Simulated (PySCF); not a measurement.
## How methods differ on the ionisation energy of I²⁹⁺

I²⁹⁺ [Ar] 3d6 (5D) → I³⁰⁺ [Ar] 3d5 (6S), as a difference of total energies. All numbers are calculated (PySCF 2.14, the spin-free X2C one-electron Hamiltonian (Gaussian nucleus), in an even-tempered Gaussian basis (18 s from 4.1 bohr⁻², ratio 2.5; 12 p from 5.4 bohr⁻², ratio 2.5; 8 d from 5.4 bohr⁻², ratio 2.5; 4 f from 22 bohr⁻², ratio 2.7; 3 g from 33 bohr⁻², ratio 2.7)). Correlated levels: outer shells: [Ne] frozen; virtual orbitals above 40 to 60 times the deepest correlated orbital energy dropped. The calculations carry no spin-orbit coupling.

| method | ionisation energy (eV) |
| --- | --- |
| UHF | 1716.8 |
| LDA | 1719.1 |
| PBE | 1719.8 |
| PBE0 | 1719.6 |
| r2SCAN | 1719.7 |
| M06-2X | 1720.0 |
| PBEsol | 1719.1 |
| MP2 (outer shells) | 1718.1 |
| SCS-MP2 (outer shells) | 1718.3 |

A first-order spin-orbit estimate (lowest level to lowest level, LS coupling) adds 5.341 eV.

Breit and QED terms and the two-electron picture change are absent.

First order in ζ underestimates the shift of j = l − 1/2 levels at high Z.

For comparison: 1720 ± 4 eV (theoretical estimate listed by NIST; NIST Atomic Spectra Database, ionization energies).
